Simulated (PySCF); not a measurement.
CH4AlClOS, SMILES C[S][Al]([OH])[Cl]. Geometry: B3LYP-D3(BJ)/def2-SVP. The structure was generated by enumeration; whether it is a known compound was not checked. Other conformers were not sampled.

### Question
Give the equilibrium geometry at B3LYP-D3(BJ)/def2-SVP (PySCF confirms it by a frequency run) as a Z-matrix, and its point group. (The exact figures need the calculation; the answer reports its results.)

### Answer
Several could match; the one computed here: point group Cs.
```
Al
O 1 1.6985
H 2 0.9611 1 126.83
Cl 1 2.1029 2 121.87 3 0.00
S 1 2.1616 2 117.87 3 180.00
C 5 1.8526 1 100.57 2 0.00
H 6 1.0972 5 111.71 1 0.00
H 6 1.0982 7 109.56 5 119.99
H 6 1.0982 7 109.56 8 120.01
```
Charge 0, spin multiplicity 1.
